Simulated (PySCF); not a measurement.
Spectrum to structure. Method used: TDDFT PBE0/def2-SVPD, vertical, gas phase, core orbitals frozen in the response (PySCF 2.14.0, density-fitted response routines). Geometries: GFN2-xTB, one conformer each.

```
state  λ (nm)       f
   S1   270.0   0.015
   S2   231.7  0.0018
   S3   215.0   0.012
   S4   203.9  0.0069
   S5   196.5  0.0003
   S6   195.6   0.034
   S7   188.3   0.011
   S8   180.7  0.0050
```

**Question.** Which structure fits? All have the formula C2H9FSSi2.
A. `FCC[SiH2]S[SiH3]`
B. `CSC[SiH2][SiH2]F`
C. `F[SiH2]CCS[SiH3]`
D. `CC[Si@@H](F)S[SiH3]`

**Answer.** B. Its S1, at 4.59 eV, is the lowest among the candidates; the nearest of the others has S1 at 5.44 eV. S1 is HOMO→LUMO (96%). Löwdin shares by element: HOMO sulfur 70%, carbon 20%; LUMO silicon 53%, hydrogen 14% or more (atoms not listed hold the other 32%). At the same level the other candidates give, for their lowest levels:
- `F[SiH2]CCS[SiH3]`: 228 nm (f 0.003); 217 nm (f 0.016); 197 nm (f 0.014); 195 nm (f 0.005); 185 nm (f 0.003); T1 5.06 eV; HOMO -6.94, LUMO -0.19 eV
- `FCC[SiH2]S[SiH3]`: 214 nm (f 0.014); 203 nm (f 0.000); 196 nm (f 0.000); 182 nm (f 0.000); 175 nm (f 0.029); T1 5.47 eV; HOMO -7.26, LUMO -0.16 eV
- `CC[Si@@H](F)S[SiH3]`: 206 nm (f 0.014); 196 nm (f 0.010); 185 nm (f 0.012); 176 nm (f 0.026); 172 nm (f 0.005); T1 5.66 eV; HOMO -7.48, LUMO -0.13 eV

The values belong to the conformer `[CH3:1][S:2][CH2:3][SiH2:4][SiH2:5][F:6]`: C1–S2–C3–Si4 -179°, S2–C3–Si4–Si5 60°, C3–Si4–Si5–F6 168°.
Triplets come from the Tamm–Dancoff approximation.
